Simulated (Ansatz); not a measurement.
Which method gave which barrier?

Saddle point of SiH₃Br, singlet (SiH₃Br ([SiH3][Br]) → SiH₂ + HBr (still joined by a long Si–Br bond); bonds formed: Br2–H3; bonds broken: Si1–H3; bonds weakened to dative contacts: Si1–Br2), PBE0-D4/def2-TZVP structure:

Si1  (0.278, 0.943, 0.075)
Br2  (-0.653, -1.609, -0.587)
H3  (-0.713, -0.468, -1.479)
H4  (-0.463, 0.831, 1.395)
H5  (1.552, 0.304, 0.597)
(Å)

Ansatz 0.2.0; basis: def2-TZVPP, with def2-QZVPP for the basis limit; cores frozen in the correlated methods. Filled d shells of the heavier atoms are correlated. The def2 sets are not built for correlating such inner shells, so the correlated values are less sure here. Extrapolation: Hartree–Fock as exp(−7.88 √X), correlation as X^−2.97. Four methods, as single points on the PBE0-D4 structures, gave these electronic barriers from the start structure: 280.8, 303.9, 320.5, 340.3 kJ/mol.

Task: The methods were, in alphabetical order, BLYP-D4, HF, MP2, PBE0-D4. Which gave which? (A judgement: the text doesn't fix the answer.)

Result: Computed: BLYP-D4 280.8; PBE0-D4 303.9; MP2 320.5; HF 340.3 kJ/mol. For comparison, CCSD(T) at an estimated basis limit (MP2 extrapolated from triple and quadruple zeta, plus CCSD(T) − MP2 in triple zeta) gives 309.6 kJ/mol.

The T1 diagnostic stays at or below 0.010. The restricted Hartree–Fock reference is unstable towards an unrestricted one at one or more of these structures.

Losses and insertions of silylenes and their heavier kin drive the gas-phase chemistry of silicon and germanium vapour deposition.

Labels in which every atom is bracketed show which atoms are joined, not bond orders.

For scale, one of the runs: CCSD(T)/def2-TZVPP, 132 basis functions, launched by `ansatz run in.yaml --threads 2 --pin off --events-out ev --progress --plain --max-ram 4352MiB`. Hardware: 2 CPU threads of an Intel Xeon 6975P-C, shared host. Wall time 4.5 s; peak host memory 0.69 GiB.
